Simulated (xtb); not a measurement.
H4MgOSSi, SMILES [SH][Mg][O][SiH3]. All values are semi-empirical tight-binding results from xtb (GFN2-xTB unless named), good for trends rather than for accurate numbers. Geometry optimised at GFN2-xTB. One conformer was computed; it need not be the lowest.

Optimised geometry:

Bonded distances (Å): Mg1–S2 2.275, Mg1–O4 1.746, S2–H3 1.329, O4–Si5 1.607, Si5–H6 1.474, Si5–H7 1.474, Si5–H8 1.473. Bond angles (°): S2–Mg1–O4 154.7, Mg1–S2–H3 93.0, Mg1–O4–Si5 176.8, O4–Si5–H6 108.0, O4–Si5–H7 107.4, O4–Si5–H8 108.7, H6–Si5–H7 110.8, H6–Si5–H8 110.9, H7–Si5–H8 110.9.
Charge 0, spin multiplicity 1.

For metal compounds this method's bond lengths and energies can be far off.

Q: Estimate the properties. (An estimate is asked for; the answer gives what the named calculation found.)

A: 
```yaml
orbital_gap: 1.89 eV
zero_point_energy: 21.3 kcal/mol
G − E(el) at 298.15 K (modified RRHO): 0.1 kcal/mol
```

Computed atomic charges and the Wiberg bond orders between heavy atoms:
charges (e) Mg1 0.48, S2 -0.33, H3 0.17, O4 -0.51, Si5 0.50, H6 -0.10, H7 -0.10, H8 -0.10. Bond orders Mg1–S2 1.02, Mg1–O4 0.89, O4–Si5 1.19.
